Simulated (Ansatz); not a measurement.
`C[O][Sn]([CH3])([F])[S]C`, charge 0, multiplicity 1.

Give a relaxed structure at PBE0-D4/def2-TZVP (the Gaussian-basis code of Ansatz). (An estimate is asked.)

Computed: 
Z-matrix (Å, degrees):
```
C
O 1 1.410
H 1 1.094 2 108.2
H 1 1.098 2 112.6 3 119.4
H 1 1.096 2 111.6 3 -119.0
Sn 2 1.954 1 121.1 3 -164.0
F 6 1.924 2 106.9 1 -59.3
C 6 2.115 2 107.0 1 -175.3
S 6 2.380 2 107.8 1 51.6
H 8 1.089 6 109.6 2 -172.0
H 8 1.089 6 109.2 2 -51.3
H 8 1.089 6 108.1 2 68.1
C 9 1.822 6 98.2 2 52.1
H 13 1.089 9 111.6 6 -52.6
H 13 1.090 9 111.7 6 71.0
H 13 1.090 9 106.0 6 -170.8
```
This is one stationary point; other conformers may exist.
